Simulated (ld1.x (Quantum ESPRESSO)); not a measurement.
Before and after: TM potential for caesium

caesium (Cs), norm-conserving Troullier–Martins (Kleinman–Bylander form), made with ld1.x (Quantum ESPRESSO) 7.5 (LDA (PZ), non-relativistic). Core [Kr] 4d10, reference 5s2 5p6 5d0 6s1 6p0. Waves: 5s (bound): rc 2.30 bohr; 5p (bound): rc 3.50 bohr; 5d (bound, empty): rc 3.20 bohr. Local part: the d channel. Core correction: none.

Occupied shells without a wave of their own: 6s. They enter only through the test configuration that unscreens the potential.

Change: wave 5p (bound): rc 3.50 bohr becomes 5p (bound): rc 2.94 bohr.

Cutoffs: the cutoffs (Ry, on a coarse ladder) from which the occupation-weighted sum of valence levels, in a spherical-Bessel basis at the reference potential, stays within 10 and 1 mRy of its value at 400 Ry; they do not see the model core or the augmentation charge, which bear on the density cutoff. Errors are all-electron minus pseudo energies relative to the spin-unpolarised reference configuration.

Task: How do hardness, ghosts and transferability respond?

Result: The potential gets neither clearly harder nor softer (25 Ry and 35 Ry → 25 Ry and 35 Ry); of the 9 tests that both files solve, the error grows in 0 and shrinks in 2 by more than 15 % and 0.3 meV (median size 77.3 → 77.3 meV); neither file shows a bound ghost.

```csv
quantity,base,changed
"cutoff, loose",25 Ry,25 Ry
"cutoff, tight",35 Ry,35 Ry
bound ghosts,none,none
"largest miss of a reference level, eV",0.12,0.12
"error for 5s2 5p6 5d0 6s0 6p0, meV [ΔE 3.84 eV]",+198,+198
"error for 5s2 5p6 5d0 6s0.5 6p0, meV [ΔE 1.50 eV]",+77,+77
"error for 5s2 5p6 5d0 6s0 6p1, meV [ΔE 1.32 eV]",+163,+161
"error for 5s2 5p6 5d1 6s0 6p0, meV [ΔE 1.43 eV]",+110,+110
"error for 5s1 5p6 5d0 6s1 6p0, meV [ΔE 29.74 eV]",+9.3,+1.0
"error for 5s2 5p5 5d0 6s1 6p0, meV [ΔE 18.08 eV]",-33,-23
"error for 5s2 5p6 5d0.5 6s0.5 6p0, meV [ΔE 0.72 eV]",+57,+57
"error for 5s2 5p6 5d0 6s1 6p0 (spin-polarised), meV [ΔE -0.11 eV]",-0.5,-0.5
"error for 5s2 5p6 5d0 6s0.5 6p0 (spin-polarised), meV [ΔE 1.46 eV]",+78,+78
```
